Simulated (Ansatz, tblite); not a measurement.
Spin states of the cluster Rb₂Cl₂ (the lowest singlet isomer of a short search), each relaxed with B3LYP-D4/def2-TZVP in Ansatz. Electronic energies in the gas phase.

In the def2 sets Rb takes a core potential, while STO-3G treats all electrons; there is no spin–orbit coupling. The xTB rows come from tblite. LC-ωPBE has ω = 0.4 bohr⁻¹. Correlated methods freeze 10 core orbitals; core or outer-core shells of Rb are correlated, in sets that lack core-valence functions. In the triplet, Cl3 and Cl4 lie 2.69 Å apart (atoms count from 1), so these atoms are partly bonded to each other. In the quintet geometry the species has come apart into loosely held pieces. The structure comes from a short search, and lower isomers may exist.

Singlet geometry (D2h within 0.1 Å):

Cartesian coordinates in Å:
```
Rb 0.668 -2.038 -0.175
Rb -0.668 2.038 0.174
Cl -2.068 -0.687 0.107
Cl 2.068 0.687 -0.106
```

Triplet geometry (D2h within 0.1 Å):

Cartesian coordinates in Å:
```
Rb -2.653 1.102 0.685
Rb 2.652 -1.100 -0.690
Cl -0.575 -1.164 -0.352
Cl 0.575 1.162 0.357
```

Quintet geometry (D2h within 0.1 Å):

```tsv
atom	x (Å)	y (Å)	z (Å)
Rb1	2.7695	0.5040	0.1021
Rb2	-2.7691	-0.5067	-0.1013
Cl3	-0.2989	0.9725	3.3023
Cl4	0.2984	-0.9699	-3.3031
```

⟨S²⟩: triplet 2.00 at PBE0-D4/def2-TZVP (pure 2.00), quintet 6.01 at PBE0-D4/def2-TZVP (pure 6.00).

Only these spin states were relaxed. The quintet has fallen apart into loose fragments. The triplet has other bonds than the singlet, so the gap mixes isomer and spin. The quintet has other bonds than the singlet, so the gap mixes isomer and spin.

Estimate which spin state lies lowest at each of these levels, and by how much: GFN1-xTB; GFN2-xTB; HF/STO-3G; PBE-D4/def2-TZVP; BLYP-D4/def2-TZVP; r2SCAN-D4/def2-TZVP; B97M-V/def2-TZVP; PBE0-D4/def2-TZVP; LC-ωPBE/def2-TZVP; ωB97X-V/def2-TZVP; B2PLYP/def2-TZVP; RPA@PBE/def2-TZVP.


```
              level  triplet − singlet (kJ/mol)  quintet − singlet (kJ/mol)  lowest of these                                               remarks
           GFN1-xTB                       305.9                       973.4          singlet                                                     –
           GFN2-xTB                       299.4                      1033.9          singlet                                                     –
          HF/STO-3G                       692.3                      1266.4          singlet  HOMO above zero (quintet), HOMO above zero (triplet)
   PBE-D4/def2-TZVP                       356.2                       939.6          singlet                                                     –
  BLYP-D4/def2-TZVP                       346.8                       898.1          singlet                                                     –
r2SCAN-D4/def2-TZVP                       390.6                       991.0          singlet                                                     –
   B97M-V/def2-TZVP                       374.4                       981.5          singlet                                                     –
  PBE0-D4/def2-TZVP                       391.3                       946.5          singlet                                                     –
  LC-ωPBE/def2-TZVP                       457.5                       999.9          singlet                                                     –
  ωB97X-V/def2-TZVP                       451.5                      1021.9          singlet                                                     –
   B2PLYP/def2-TZVP                       408.0                       964.2          singlet                                                     –
  RPA@PBE/def2-TZVP                       360.5                       871.4          singlet                                                     –
```

Change of the quintet − singlet gap on mixing in exact exchange, in kJ/mol: PBE to PBE0 (25 % exact exchange) 6.8. The xTB methods have no spin-polarisation term.
